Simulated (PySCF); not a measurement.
Compound: C3H2Cl3F3.
Atom-mapped SMILES: `[F:1][C:2]([F:3])([F:4])[C@@H:5]([Cl:6])[CH:7]([Cl:8])[Cl:9]` (hydrogens: H10 on C5; H11 on C7)

Cartesian coordinates in Å at the PBE0-D3(BJ)/def2-SVP level; atoms count from 1:
```xyz
11
C3H2Cl3F3 angstrom
F      0.280   -0.387    1.919
C      0.992    0.085    0.887
F      1.698    1.124    1.323
F      1.835   -0.856    0.502
C      0.033    0.535   -0.218
Cl     0.948    1.017   -1.650
C     -1.053   -0.485   -0.537
Cl    -0.414   -1.956   -1.273
Cl    -2.294    0.267   -1.559
H     -0.474    1.431    0.170
H     -1.546   -0.779    0.399
```

Level: B3LYP/def2-SVPD in PySCF, non-relativistic, on one gas-phase PBE0-D3(BJ)/def2-SVP geometry that isn't relaxed in the solvent. The solvent is an IEF-PCM continuum (cavity from Bondi-type radii × 1.2). Only the electrostatic response of the medium enters.

Gas phase at B3LYP/def2-SVPD: HOMO -8.95 eV, LUMO -1.17 eV, dipole 1.57 D.

What does the continuum do to the energy, the frontier levels and the dipole at B3LYP/def2-SVPD in chloroform and acetonitrile?

| solvent | ε | E(solvent) − E(gas) (kcal/mol) | polarisation term (kcal/mol) | distortion of the solute (kcal/mol) | HOMO (eV) | LUMO (eV) | dipole (D) |
| --- | --- | --- | --- | --- | --- | --- | --- |
| chloroform | 4.711 | -3.25 | -3.68 | 0.43 | -8.86 | -1.02 | 2.16 |
| acetonitrile | 35.69 | -4.76 | -5.77 | 1.01 | -8.84 | -0.98 | 2.50 |

The first energy column is the sum of the next two and covers electrostatics alone. From chloroform to acetonitrile the lowering changes by a factor 1.46, Onsager's factor (ε − 1)/(2ε + 1) by 1.35 and ε itself by 7.6.

Which radius a makes the point-dipole formula ΔE = −[(ε − 1)/(2ε + 1)]·μ²/a³ give the value in acetonitrile, with the gas-phase dipole?

μ = 0.619 au and |ΔE| = 0.00758 Eh give a = 1.53 Å; the farthest nucleus lies 2.78 Å from the centroid of the nuclei, so such a sphere wouldn't even hold the nuclei. The formula assumes a rigid point dipole at the centre of a sphere.

Give the dipole vector in the frame of the coordinates (D, pointing from negative to positive charge), gas and acetonitrile.

Gas (-1.17, 0.58, 0.88), solvent (-1.70, 0.89, 1.61). Its length changes by +59 % and its direction by 6°.

How does the static polarisability (B3LYP/def2-SVPD, frozen core, with the continuum's full static response) change?

```json
{"medium": "gas", "isotropic (au)": "79.9", "principal values (au)": "75.1, 80.1, 84.4", "⟨r²⟩ of the electrons (bohr²)": "1745.3"}
{"medium": "chloroform", "isotropic (au)": "98.0", "principal values (au)": "93.1, 97.7, 103.1", "⟨r²⟩ of the electrons (bohr²)": "1746.0"}
{"medium": "acetonitrile", "isotropic (au)": "106.8", "principal values (au)": "102.4, 105.6, 112.4", "⟨r²⟩ of the electrons (bohr²)": "1746.3"}
```

The isotropic value in acetonitrile is 1.34 times the gas-phase one; no cavity-field correction is applied. ⟨r²⟩ is taken about the centre of nuclear charge.

The run took about 1.6 min of CPU time (one thread, shared machine). This is the whole response run at B3LYP/def2-SVPD in acetonitrile, SCF included.
